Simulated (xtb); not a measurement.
HBN (SMILES [B]=N), doublet, from a rough starting geometry; xtb with GFN2-xTB.

xtb was given this input:
```
$ xtb mol.xyz --gfn 2 --uhf 1 --opt vtight --json

# file mol.xyz
3

B      1.13740424    -0.04919200     0.00302027
N     -0.09634002    -0.02117381    -0.02276401
H     -1.09169281     0.06572007    -0.04414865
```

The log (banner, timings and long lists left out):

```
   ID    Z sym.   atoms
    1    5 B      1
    2    7 N      2
    3    1 H      3

           -------------------------------------------------
          |                Calculation Setup                |
           -------------------------------------------------

           -------------------------------------------------
          |                 G F N 2 - x T B                 |
           -------------------------------------------------

          ...................................................
          :                      SETUP                      :
          :.................................................:
          :  # basis functions                   9          :
          :  # atomic orbitals                   9          :
          :  # shells                            5          :
          :  # electrons                         9          :
          :  max. iterations                   250          :
          :  Hamiltonian                  GFN2-xTB          :
          :  restarted?                      false          :
          :  GBSA solvation                  false          :
          :  PC potential                    false          :
          :  electronic temp.          300.0000000     K    :
          :  accuracy                    1.0000000          :
          :  -> integral cutoff          0.2500000E+02      :
          :  -> integral neglect         0.1000000E-07      :
          :  -> SCF convergence          0.1000000E-05 Eh   :
          :  -> wf. convergence          0.1000000E-03 e    :
          :  Broyden damping             0.4000000          :
          :  net charge                          0          :
          :  unpaired electrons                  1          :
          ...................................................

 iter      E             dE          RMSdq      gap      omega  full diag
   1     -4.6423970 -0.464240E+01  0.127E+01    4.20       0.0  T
   2     -4.6332006  0.919643E-02  0.685E+00    4.09       1.0  T
   3     -4.5496773  0.835233E-01  0.663E+00    5.14       1.0  T
   4     -4.6556866 -0.106009E+00  0.650E-01    4.86       1.0  T
   5     -4.6552538  0.432789E-03  0.804E-01    4.88       1.0  T
   6     -4.6559647 -0.710850E-03  0.125E-01    4.78       1.0  T
   7     -4.6560165 -0.517957E-04  0.123E-02    4.79       4.7  T
   8     -4.6560163  0.154623E-06  0.104E-02    4.80       5.6  T
   9     -4.6560167 -0.337621E-06  0.757E-04    4.80      76.3  T
[...]
         :: total energy              -4.563706659092 Eh    ::
 * total energy  :    -4.5637067 Eh     change       -0.4376197E-09 Eh
 * total energy  :    -4.5638476 Eh     change       -0.1409736E-03 Eh
 * total energy  :    -4.5638572 Eh     change       -0.9584444E-05 Eh
 * total energy  :    -4.5638681 Eh     change       -0.1086577E-04 Eh
 * total energy  :    -4.5638797 Eh     change       -0.1162203E-04 Eh
 * total energy  :    -4.5638947 Eh     change       -0.1495468E-04 Eh
 * total energy  :    -4.5638951 Eh     change       -0.4499740E-06 Eh
 * total energy  :    -4.5638951 Eh     change       -0.2996539E-07 Eh
   *** GEOMETRY OPTIMIZATION CONVERGED AFTER 8 ITERATIONS ***
         :: total energy              -4.563895139951 Eh    ::
[...]
         4        2.0000           -0.4078649             -11.0986
         5        1.0000           -0.3172575              -8.6330 (HOMO)
         6                         -0.1429571              -3.8901 (LUMO)
         7                         -0.1429571              -3.8901
         8                          0.1312876               3.5725
         9                          0.9299618              25.3055
      -------------------------------------------------------------
                  HL-Gap            0.1743003 Eh            4.7430 eV
             Fermi-level           -0.2963342 Eh           -8.0637 eV

     #   Z          covCN         q      C6AA      α(0)
     1   5 B        0.841     0.206    57.126    15.902
     2   7 N        1.702    -0.372    30.409     8.152
     3   1 H        0.861     0.165     1.300     1.786

 Mol. C6AA /au·bohr⁶  :        196.612694
 Mol. C8AA /au·bohr⁸  :       5863.392114
 Mol. α(0) /au        :         25.840158

Wiberg/Mayer (AO) data.
largest (>0.10) Wiberg bond orders for each atom

 ---------------------------------------------------------------------------
     #   Z sym  total        # sym  WBO       # sym  WBO       # sym  WBO
 ---------------------------------------------------------------------------
     1   5 B    2.513 --     2 N    2.483
     2   7 N    3.425 --     1 B    2.483     3 H    0.942
     3   1 H    0.972 --     2 N    0.942
 ---------------------------------------------------------------------------

Topologies differ in total number of bonds
Writing topology from bond orders to xtbtopo.mol

molecular dipole:
                 x           y           z       tot (Debye)
 q only:        0.173      -0.009       0.004
   full:        0.185      -0.009       0.004       0.471
molecular quadrupole (traceless):
                xx          xy          yy          xz          yz          zz
 q only:        1.646      -0.126      -0.820       0.042      -0.002      -0.826
  q+dip:        4.090      -0.311      -2.038       0.119      -0.006      -2.052
   full:        2.564      -0.196      -1.277       0.070      -0.004      -1.286

optimized geometry written to: xtbopt.xyz

           -------------------------------------------------
          | TOTAL ENERGY               -4.563895139951 Eh   |
          | GRADIENT NORM               0.000021606654 Eh/α |
          | HOMO-LUMO GAP               4.742953743740 eV   |
           -------------------------------------------------
```
